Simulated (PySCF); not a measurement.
C3H10NOSi (doublet state).
Cartesian coordinates in Å at the GFN2-xTB level; atoms count from 1:
```
atom  x, y, z in Å
C1    -1.8593   -0.5912   -0.4167
C2    -1.1190    0.7267   -0.4212
Si3    0.3396    0.7875    0.8847
O4    -0.2565    0.4554    2.3612
N5     1.3460   -0.4458    0.3751
C6     2.2568   -0.5518   -0.6869
H7    -1.1957   -1.4089   -0.6861
H8    -2.6831   -0.5664   -1.1323
H9    -2.2741   -0.7936    0.5681
H10   -0.7038    0.9324   -1.4048
H11   -1.7925    1.5389   -0.1576
H12    0.6814    2.2030    1.0093
H13   -0.2423   -0.4462    2.6699
H14    2.8811   -1.4358   -0.5206
H15    1.7179   -0.7234   -1.6289
H16    2.8959    0.3281   -0.8248
```

The hyperfine couplings belong to this conformer and change with its torsions.

Identity: `CC[Si@@H](O)[N]C` [radical].

Level of theory: PySCF, UKS B3LYP, pcH-1 on C H N O Si, non-relativistic, mean-field spin-orbit, GIAO. Geometry: GFN2-xTB, one conformer, isolated molecule. The geometry wasn't refined by DFT: couplings that depend on bond lengths, twists or pyramidal angles can differ widely from those at the functional's own minimum.

Q: What are Nα, Nβ and the exact ⟨S²⟩?

A: Nα = 29, Nβ = 28 (57 in all), and S(S+1) = 0.75 for S = 1/2.

Mulliken spin populations, one withheld:

```tsv
atom	bound to	population
C1	C2, H7, H8, H9	-0.0018
C2	C1, Si3, H10, H11	?
Si3	C2, O4, N5, H12	-0.0324
O4	Si3, H13	+0.0009
N5	Si3, C6	+0.8594
C6	N5, H14, H15, H16	-0.0639
H7	C1	+0.0009
H8	C1	+0.0015
H9	C1	+0.0007
H10	C2	-0.0044
H11	C2	+0.0076
H12	Si3	+0.0168
H13	O4	-0.0003
H14	C6	+0.0196
H15	C6	+0.0835
H16	C6	+0.0169
```

Q: What does C2 hold?

A: The populations add up to Nα − Nβ = 1, and the others sum to 0.9050, so C2 holds +0.095.

Q: Sum the populations by element and by sign.

A: Nitrogen +0.86, hydrogen +0.14, carbon +0.03, oxygen 0.00, silicon -0.03. The positive populations sum to 1.10, the negative ones to -0.10.

Q: The run gives ⟨S²⟩ = 0.7544. What does that say of the overlap of α and β orbitals, and of the weight of higher spin?

A: Σ|⟨iα|jβ⟩|² over occupied orbitals = Nβ − [⟨S²⟩ − S(S+1)] = 28 − 0.0044 = 27.9956. If the quartet state (S + 1) were the only admixture, its weight would be 0.0044/(2S + 2) = 0.15 %.

Q: What Fermi-contact NMR shifts do the couplings of C1, C2, Si3, N5, C6, H7/H8/H9, H10 imply at 250 K (Curie law, g = gₑ)?

A: δ = a_FC·h·gₑ μB S(S+1)/(3 g_N μN kT), with k/h = 20836.6 MHz/K:

| nuclei | isotope | a_FC (MHz) | g_N | contact shift (ppm) |
| --- | --- | --- | --- | --- |
| C1 | 13C | -3.31 | 1.4048 | -416 |
| C2 | 13C | 46.87 | 1.4048 | +5887 |
| Si3 | 29Si | 50.68 | -1.1106 | -8052 |
| N5 | 14N | 29.79 | 0.4038 | +13017 |
| C6 | 13C | -30.79 | 1.4048 | -3867 |
| H7/H8/H9 | 1H | 2.61 | 5.5857 | +83 |
| H10 | 1H | -6.86 | 5.5857 | -217 |

The shifts go as 1/T: at 300 K they are 0.833 times these. Entries for several nuclei are means.

Means are taken over nuclei equivalent by connectivity, which assumes that they swap fast. The three 1H nuclei of mean +2.6 MHz run from -0.2 to 6.0 MHz in the frozen geometry.

Examples of negative spin density at the nucleus (bohr⁻³): Si3 (-0.0570), C6 (-0.0274) and C1 (-0.0029).
